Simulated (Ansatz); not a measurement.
```yaml
crystal:
  periodic: [false, false, false]
  atoms:
    - {symbol: Si, position_ang: [-1.299002, 2.198516, -0.626181]}
    - {symbol: Al, position_ang: [0.047888, 0.200610, -0.207304]}
    - {symbol: C, position_ang: [0.269510, -1.252051, 1.092966]}
    - {symbol: Si, position_ang: [1.500953, -1.625237, -0.326264]}
    - {symbol: H, position_ang: [-2.531418, 1.792438, -1.360526]}
    - {symbol: H, position_ang: [-1.713002, 2.857230, 0.643696]}
    - {symbol: H, position_ang: [-0.572931, 3.195030, -1.458955]}
    - {symbol: H, position_ang: [0.779434, -0.896046, 1.996216]}
    - {symbol: H, position_ang: [-0.467546, -2.004255, 1.372085]}
    - {symbol: H, position_ang: [2.941734, -1.715222, 0.036488]}
    - {symbol: H, position_ang: [1.109880, -2.807914, -1.141721]}
basis:
  gaussian: {orbitals: aug-cc-pVDZ, nuclear_model: gaussian}
total_charge: 1
magnetization: {spin_polarized: true, initial_magnetization: 1}
hamiltonian: {xc: {name: CCSD(T)}, pseudopotentials: {relativity: scalar}}
output: {forces: true}
```

```sh
$ ansatz run in.yaml --threads 2 --pin off --events-out ev --progress --plain --max-ram 4352MiB
```

How does Ansatz answer? (Best estimate.)

Computed: The input was rejected before any iteration.
```
Error: YAML parse error: error: line 19 column 19: hamiltonian.xc: no functional is named "CCSD(T)"; the names, which are not case-sensitive, are SVWN5, SPW92, PBE, PBE0, PBEsol, revPBE, revPBE0, RPBE, rPW86-PBE, HSE06, wPBEh, LC-wPBE, HISS, HF, BLYP, B3LYP, B3LYP5, BHLYP, CAM-B3LYP, r2SCAN, r2SCANh, r2SCAN0, r2SCAN50, m-r2SCAN, B97, wB97, wB97X, wB97X-V, B97M-V, wB97M-V, B2PLYP, B2GP-PLYP, PBE0-DH, PBE-QIDH
  --> <input>:19:19
   |
17 | total_charge: 1
18 | magnetization: {spin_polarized: true, initial_magnetization: 1}
19 | hamiltonian: {xc: {name: CCSD(T)}, pseudopotentials: {relativity: scalar}}
   |                   ^ hamiltonian.xc: no functional is named "CCSD(T)"; the names, which are not case-sensitive, are SVWN5, SPW92, PBE, PBE0, PBEsol, revPBE, revPBE0, RPBE, rPW86-PBE, HSE06, wPBEh, LC-wPBE, HISS, HF, BLYP, B3LYP, B3LYP5, BHLYP, CAM-B3LYP, r2SCAN, r2SCANh, r2SCAN0, r2SCAN50, m-r2SCAN, B97, wB97, wB97X, wB97X-V, B97M-V, wB97M-V, B2PLYP, B2GP-PLYP, PBE0-DH, PBE-QIDH
20 | output: {forces: true}
   |
```

HSE06 is defined as in plane-wave codes.
